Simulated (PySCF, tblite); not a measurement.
Isomers of C8H9PS. Calculated harmonic vibrations of the isolated species, GFN2-xTB (tblite), most abundant isotopes, no scaling. Against measured fundamentals such values can be off by several per cent, at times by over 20. Modes of hydrogen on phosphorus can be 10 to 20 % off. One conformer each.

Electronic energies: PBE0/pcSseg-1 single points on the GFN2-xTB geometries (PySCF, gas phase).

| SMILES | electronic energy, lowest = 0 (kJ/mol) |
| --- | --- |
| CC#CP(C)c1cccs1 | 284.1 |
| S=[PH]1Cc2ccccc2C1 | 0.0 |
| C=C/C(C)=P\c1ccsc1 | 245.4 |
| C1=CCP(c2cccs2)C1 | 157.3 |
| CC#CP(C)c1ccsc1 | 284.5 |
| C#Cc1pc(C(C)C)cs1 | 296.8 |
| C#CCP(C)c1cccs1 | 307.2 |
| S=[P@@H]1CCc2ccccc21 | 5.7 |

Problem. How do GFN2-xTB zero-point energies change the relative energies?

Solution. 
```
              SMILES  ZPE (kJ/mol)  of it from modes above 1550 cm⁻¹  electronic (kJ/mol)  with ZPE, lowest = 0 (kJ/mol)  lowest mode (cm⁻¹)  rings
  S=[PH]1Cc2ccccc2C1         375.2                             176.2                  0.0                            0.0                  54      2
S=[P@@H]1CCc2ccccc21         377.6                             176.5                  5.7                            8.2                  72      2
   C1=CCP(c2cccs2)C1         374.1                             173.7                157.3                          156.2                   9      2
  C=C/C(C)=P\c1ccsc1         371.7                             175.7                245.4                          241.8                  39      1
     CC#CP(C)c1cccs1         365.5                             178.0                284.1                          274.4                 15i      1
     CC#CP(C)c1ccsc1         365.8                             178.2                284.5                          275.1                  24      1
   C#Cc1pc(C(C)C)cs1         372.3                             178.6                296.8                          293.9                  22      1
     C#CCP(C)c1cccs1         363.6                             179.1                307.2                          295.6                  24      1
```

The zero-point energies span 14.0 kJ/mol, from `C#CCP(C)c1cccs1` to `S=[P@@H]1CCc2ccccc21`. Slightly imaginary modes are left out of the zero-point energy: `CC#CP(C)c1cccs1` 15.3i cm⁻¹. The order is unchanged.

Problem. And how do the electronic energies of GFN2-xTB itself compare?

Solution. `S=[PH]1Cc2ccccc2C1` 0.0; `S=[P@@H]1CCc2ccccc21` 4.8; `C1=CCP(c2cccs2)C1` 192.6; `C=C/C(C)=P\c1ccsc1` 291.6; `CC#CP(C)c1cccs1` 307.8; `CC#CP(C)c1ccsc1` 307.6; `C#Cc1pc(C(C)C)cs1` 310.0; `C#CCP(C)c1cccs1` 333.1 kJ/mol, lowest = 0. Against the energies above, taken from the same isomer `S=[PH]1Cc2ccccc2C1`, the largest difference is 46.2 kJ/mol.

Problem. What do entropy and thermal enthalpy add at 298.15 K and 1 bar (rigid rotor, harmonic oscillator, one conformer each)?

Solution. 
```csv
SMILES,point group,symmetry number,S (J/(mol K)),H − H(0) (kJ/mol),ZPE + H − H(0) − TS (kJ/mol)
S=[PH]1Cc2ccccc2C1,Cs,1,394.4,26.25,283.9
S=[P@@H]1CCc2ccccc21,C1,1,395.6,26.36,286.0
C=C/C(C)=P\c1ccsc1,C1,1,437.2,31.17,272.5
```

Not tabulated: `C1=CCP(c2cccs2)C1` (lowest mode only 9 cm⁻¹); `CC#CP(C)c1cccs1` (lowest mode only 15i cm⁻¹); `CC#CP(C)c1ccsc1` (lowest mode only 24 cm⁻¹); `C#Cc1pc(C(C)C)cs1` (lowest mode only 22 cm⁻¹); `C#CCP(C)c1cccs1` (lowest mode only 24 cm⁻¹).
